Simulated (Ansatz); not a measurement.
Geometry optimisation of Te₉Pb₈⁻.

```yaml
crystal:
  periodic: [false, false, false]
  atoms:
    - {symbol: Pb, position_ang: [-0.424780, 2.511900, 3.629900]}
    - {symbol: Pb, position_ang: [-0.352630, -0.467360, 1.563530]}
    - {symbol: Pb, position_ang: [0.889470, 0.454090, -4.103880]}
    - {symbol: Pb, position_ang: [-3.236440, 1.190280, -1.377290]}
    - {symbol: Pb, position_ang: [-3.841870, 0.731380, 2.304470]}
    - {symbol: Pb, position_ang: [-0.638110, -2.065010, -1.638470]}
    - {symbol: Pb, position_ang: [2.832610, 2.205450, 0.357510]}
    - {symbol: Pb, position_ang: [2.970000, -1.854980, -1.050010]}
    - {symbol: Te, position_ang: [-1.958240, -0.045100, -3.697160]}
    - {symbol: Te, position_ang: [-1.810910, 2.421380, 0.985770]}
    - {symbol: Te, position_ang: [1.055610, 0.396900, -1.185700]}
    - {symbol: Te, position_ang: [-1.766710, -0.041510, 4.233260]}
    - {symbol: Te, position_ang: [0.974530, -3.085110, 0.770320]}
    - {symbol: Te, position_ang: [4.924180, 0.257010, -0.165510]}
    - {symbol: Te, position_ang: [-3.153950, -1.252240, 0.204970]}
    - {symbol: Te, position_ang: [1.961900, 1.025270, 2.890350]}
    - {symbol: Te, position_ang: [1.575350, -2.382350, -3.722050]}
basis:
  gaussian: {orbitals: def2-SVP, fitting: {mean_field: def2-universal-jkfit}}
total_charge: -1
magnetization: {spin_polarized: true, initial_magnetization: 1}
hamiltonian: {xc: pbe, dispersion: d4}
scf: {lower_state_search: "off"}
output: {orbitals: {seedname: orbitals}}
relax: {f_tol: 0.03, max_steps: 70}
```

```sh
$ ansatz run in.yaml --threads 2 --pin off --events-out ev --progress --plain --max-ram 32768MiB --backend cuda --devices 0, --max-vram 18GiB
```

It prints (some lines left out):

```
Functional definition: PBE
mean field -107656.60180464 eV, -3956.3071440548 hartree, gradient 2.5e-6 eV, S^2 0.752511; 0 other end points of the search recorded, 0 dependent functions left out
relax step   1: F+E_penalty+E_count = -107659.85523206 eV  Δ(F+E_penalty+E_count) = +0.000e0 eV  max|allowed force component| = 1.069e0 eV/Å  Δτ_max = 0.0000 Å  (75 SCF iters, accepted)
mean field -107657.65174638 eV, -3956.3457287021 hartree, gradient 2.7e-6 eV, S^2 0.753088; 0 other end points of the search recorded, 0 dependent functions left out
relax step   2: F+E_penalty+E_count = -107660.75119510 eV  Δ(F+E_penalty+E_count) = -8.960e-1 eV  max|allowed force component| = 3.827e-1 eV/Å  Δτ_max = 0.1948 Å  (43 SCF iters, accepted)
mean field -107657.84389786 eV, -3956.3527901388 hartree, gradient 1.9e-6 eV, S^2 0.753236; 0 other end points of the search recorded, 0 dependent functions left out
relax step   3: F+E_penalty+E_count = -107660.94446241 eV  Δ(F+E_penalty+E_count) = -1.933e-1 eV  max|allowed force component| = 2.361e-1 eV/Å  Δτ_max = 0.1941 Å  (41 SCF iters, accepted)
mean field -107657.95401279 eV, -3956.3568367880 hartree, gradient 5.1e-6 eV, S^2 0.752889; 0 other end points of the search recorded, 0 dependent functions left out
relax step   4: F+E_penalty+E_count = -107661.05515830 eV  Δ(F+E_penalty+E_count) = -1.107e-1 eV  max|allowed force component| = 2.715e-1 eV/Å  Δτ_max = 0.2000 Å  (34 SCF iters, accepted)
mean field -107658.04106853 eV, -3956.3600360273 hartree, gradient 3.0e-6 eV, S^2 0.752836; 0 other end points of the search recorded, 0 dependent functions left out
relax step   5: F+E_penalty+E_count = -107661.14580841 eV  Δ(F+E_penalty+E_count) = -9.065e-2 eV  max|allowed force component| = 3.116e-1 eV/Å  Δτ_max = 0.1927 Å  (35 SCF iters, accepted)
mean field -107658.10943471 eV, -3956.3625484381 hartree, gradient 3.0e-6 eV, S^2 0.752878; 0 other end points of the search recorded, 0 dependent functions left out
relax step   6: F+E_penalty+E_count = -107661.22657510 eV  Δ(F+E_penalty+E_count) = -8.077e-2 eV  max|allowed force component| = 1.621e-1 eV/Å  Δτ_max = 0.1976 Å  (35 SCF iters, accepted)
mean field -107658.15113382 eV, -3956.3640808521 hartree, gradient 2.3e-6 eV, S^2 0.753041; 0 other end points of the search recorded, 0 dependent functions left out
relax step   7: F+E_penalty+E_count = -107661.26828511 eV  Δ(F+E_penalty+E_count) = -4.171e-2 eV  max|allowed force component| = 9.090e-2 eV/Å  Δτ_max = 0.2000 Å  (35 SCF iters, accepted)
mean field -107658.13600208 eV, -3956.3635247710 hartree, gradient 2.7e-6 eV, S^2 0.753189; 0 other end points of the search recorded, 0 dependent functions left out
relax step   8: F+E_penalty+E_count = -107661.28425429 eV  Δ(F+E_penalty+E_count) = -1.597e-2 eV  max|allowed force component| = 1.530e-1 eV/Å  Δτ_max = 0.1244 Å  (36 SCF iters, accepted)
mean field -107658.13463086 eV, -3956.3634743795 hartree, gradient 1.6e-6 eV, S^2 0.753183; 0 other end points of the search recorded, 0 dependent functions left out
relax step   9: F+E_penalty+E_count = -107661.28802342 eV  Δ(F+E_penalty+E_count) = -3.769e-3 eV  max|allowed force component| = 1.634e-1 eV/Å  Δτ_max = 0.1813 Å  (35 SCF iters, accepted)
mean field -107658.13756091 eV, -3956.3635820567 hartree, gradient 2.0e-6 eV, S^2 0.753345; 0 other end points of the search recorded, 0 dependent functions left out
relax step  10: F+E_penalty+E_count = -107661.30050033 eV  Δ(F+E_penalty+E_count) = -1.248e-2 eV  max|allowed force component| = 7.231e-2 eV/Å  Δτ_max = 0.0574 Å  (36 SCF iters, accepted)
mean field -107658.13910602 eV, -3956.3636388384 hartree, gradient 2.5e-6 eV, S^2 0.753317; 0 other end points of the search recorded, 0 dependent functions left out
relax step  11: F+E_penalty+E_count = -107661.30350215 eV  Δ(F+E_penalty+E_count) = -3.002e-3 eV  max|allowed force component| = 2.384e-2 eV/Å  Δτ_max = 0.0376 Å  (29 SCF iters, accepted)
Total energy: -107661.30356255 eV, -3956.4799304710 hartree
Atom 0 at    -0.290284     2.281548     4.120467 Å, force     0.010252     0.017674     0.009458 eV/Å
Atom 1 at    -0.406944    -0.459606     1.643458 Å, force     0.005368     0.008798     0.014942 eV/Å
Atom 2 at     0.869963     0.100738    -4.389007 Å, force     0.007109    -0.000662     0.008800 eV/Å
Atom 3 at    -2.390311     1.234498    -1.597993 Å, force    -0.001478     0.002857     0.020243 eV/Å
Atom 4 at    -3.784780     0.991398     2.378548 Å, force    -0.003087     0.010889     0.011318 eV/Å
Atom 5 at    -0.822648    -2.420772    -1.833820 Å, force    -0.000604     0.007961     0.003066 eV/Å
Atom 6 at     2.570515     2.413534     0.553340 Å, force    -0.003233    -0.000721     0.016708 eV/Å
Atom 7 at     2.834487    -1.568481    -0.967467 Å, force     0.009827    -0.000412    -0.012175 eV/Å
Atom 8 at    -2.048201    -0.460358    -4.177888 Å, force     0.004208    -0.013993     0.000425 eV/Å
Atom 9 at    -1.571757     2.815492     1.409428 Å, force     0.000629    -0.006441    -0.008988 eV/Å
Atom 10 at     0.668381     0.754634    -1.352898 Å, force    -0.016758    -0.009279    -0.000457 eV/Å
Atom 11 at    -1.913042    -0.292793     4.389988 Å, force    -0.008843    -0.013505    -0.017191 eV/Å
Atom 12 at     0.957366    -3.159447     0.743359 Å, force    -0.021255    -0.011217     0.000186 eV/Å
Atom 13 at     4.783560     0.710939    -0.420684 Å, force     0.010902     0.007830    -0.003670 eV/Å
Atom 14 at    -3.317029    -1.046157     0.098680 Å, force     0.016763    -0.006534    -0.019765 eV/Å
Atom 15 at     2.142367     0.819652     3.048260 Å, force    -0.004596     0.002349    -0.023837 eV/Å
Atom 16 at     1.718368    -2.714819    -3.645761 Å, force    -0.005205     0.004407     0.000937 eV/Å
Dipole moment:    -0.519766     0.762990    -0.246473 e Å
Checks for a lower state left out: stability, starts, cluster_reference, orbital_swaps, neighbouring_geometries, increment
```

It took 1.9 min on 2 threads of AMD EPYC 7R13 on a shared host and a share (18 GiB) of an NVIDIA H100 80GB HBM3, peak host memory 1.1 GiB.

In the def2 sets Pb, Te take a core potential; there is no spin–orbit coupling. Single mean-field runs in def2-SVP are fitted with def2-universal-jkfit. The structure comes from a short search, and lower isomers may exist.
